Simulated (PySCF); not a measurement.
**OsO₂⁻: bending curve**

These are results of PySCF, UB3LYP, basis Os def2-SVPD with ECP60, O def2-SVPD (scalar-relativistic core potentials, no spin–orbit coupling, density fitting), not measurements.

Rigid scan from the doublet minimum (Os–O 1.739 Å (×2); O–Os–O 151.6°). Coordinate: the O–Os–O angle, bonds fixed. Energies in kJ/mol from the minimum.

```json
{"bond angle (°)": "80", "E (kJ/mol)": "357.9", "dipole size (D, about the centre of mass)": "3.88", "⟨S²⟩": "0.76"}
{"bond angle (°)": "90", "E (kJ/mol)": "253.9", "dipole size (D, about the centre of mass)": "2.96", "⟨S²⟩": "0.76"}
{"bond angle (°)": "100", "E (kJ/mol)": "168.2", "dipole size (D, about the centre of mass)": "2.34", "⟨S²⟩": "0.75"}
{"bond angle (°)": "110", "E (kJ/mol)": "101.6", "dipole size (D, about the centre of mass)": "1.98", "⟨S²⟩": "0.75"}
{"bond angle (°)": "120", "E (kJ/mol)": "53.7", "dipole size (D, about the centre of mass)": "1.69", "⟨S²⟩": "0.75"}
{"bond angle (°)": "130", "E (kJ/mol)": "22.4", "dipole size (D, about the centre of mass)": "1.41", "⟨S²⟩": "0.75"}
{"bond angle (°)": "140", "E (kJ/mol)": "5.5", "dipole size (D, about the centre of mass)": "1.10", "⟨S²⟩": "0.75"}
{"bond angle (°)": "150", "E (kJ/mol)": "0.1", "dipole size (D, about the centre of mass)": "0.77", "⟨S²⟩": "0.76"}
{"bond angle (°)": "160", "E (kJ/mol)": "1.7", "dipole size (D, about the centre of mass)": "0.47", "⟨S²⟩": "0.76"}
{"bond angle (°)": "170", "E (kJ/mol)": "5.2", "dipole size (D, about the centre of mass)": "0.22", "⟨S²⟩": "0.76"}
{"bond angle (°)": "180", "E (kJ/mol)": "6.9", "dipole size (D, about the centre of mass)": "0.00", "⟨S²⟩": "0.76"}
```

With the bonds held, the linear shape lies 6.9 kJ/mol from the minimum.

With open d or f shells other occupations or spin states may lie lower. With an element this heavy the missing spin–orbit coupling can shift these numbers.

Other isomers or separated fragments may lie lower.
